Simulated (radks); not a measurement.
Results of a calculation; reference values are marked as such.
Excited configurations of Se III: one electron is placed in a higher orbital outside [Ar] 3d10 4s2 4p1. The ground configuration is [Ar] 3d10 4s2 4p2. Level of theory: scalar-relativistic Kohn-Sham, r2SCAN, spin-polarised, spherical densities, finite nucleus; open shells are filled with parallel spins first; meta-GGA in the generalised Kohn-Sham scheme; Fermi nuclear charge, rms radius 4.14 fm (a radial shooting solver on a logarithmic mesh with Libxc functionals). Excitation = E - E(ground); binding = E(ion) - E, where the ion is the core of charge +3; n* = 3/sqrt(2 binding) in atomic units, and the quantum defect is n - n*.

\begin{tabular}{lrrrrrr}
outer orbital & excitation (eV) & binding (eV) & n* & quantum defect & eigenvalue (eV) & <r> (bohr) \\ \hline
4d & 16.201 & 15.776 & 2.786 & 1.214 & -12.468 & 2.957 \\
4f & 24.157 & 7.820 & 3.957 & 0.043 & -6.235 & 5.641 \\
5s & 16.000 & 15.977 & 2.768 & 2.232 & -13.940 & 3.956 \\
5p & 19.211 & 12.766 & 3.097 & 1.903 & -11.005 & 4.650 \\
5f & 26.817 & 5.159 & 4.872 & 0.128 & -4.307 & 9.854 \\
6p & 24.688 & 7.289 & 4.099 & 1.901 & -6.345 & 8.280 \\
6f & 28.357 & 3.620 & 5.816 & 0.184 & -3.084 & 15.09 \\
7s & 26.560 & 5.416 & 4.755 & 2.245 & -4.733 & 11.48 \\
7p & 27.247 & 4.730 & 5.088 & 1.912 & -4.133 & 12.90 \\
7d & 28.287 & 3.689 & 5.761 & 1.239 & -3.194 & 15.98 \\
7f & 29.306 & 2.671 & 6.771 & 0.229 & -2.302 & 21.34 \\
\end{tabular}

The Delta-SCF ionisation energy is 31.977 eV (NIST Atomic Spectra Database: 31.70 eV, measured). Self-interaction in the functional shifts the binding energies and quantum defects, so they are the method's values and not measured ones. Open shells are spherical and high-spin; term and fine-structure splittings are not resolved.
